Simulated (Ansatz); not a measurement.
Cartesian coordinates (Å):
```xyz
8

C     -1.1315    -0.3246    -0.4448
S     -0.0666    -0.5099     1.0178
C      1.3444     0.3721     0.5575
S      2.6673     0.5571     1.4932
H     -0.6575    -0.7659    -1.3298
H     -1.3712     0.7310    -0.6206
H     -2.0565    -0.8707    -0.2231
H      1.2716     0.8108    -0.4503
```
Charge +1, spin multiplicity 2.

These are frozen-core CCSD(T)/cc-pVTZ // PBE-D3(BJ)/def2-TZVP (Ansatz, a quantum-chemistry and plane-wave program) values and carry that method's errors. The geometry is that of the parent before the electron was removed.

The HF energy is -872.88561 Ha. The MP2 correlation energy is -0.63851 Ha.

Problem. Estimate the CCSD correlation energy, the (T) correction, the total energy and the T1 diagnostic.

Solution. 
```yaml
CCSD correlation energy: -0.68721 Ha
"(T) correction": -0.03550 Ha
CCSD(T) total energy: -873.60832 Ha
T1 diagnostic: 0.022
```
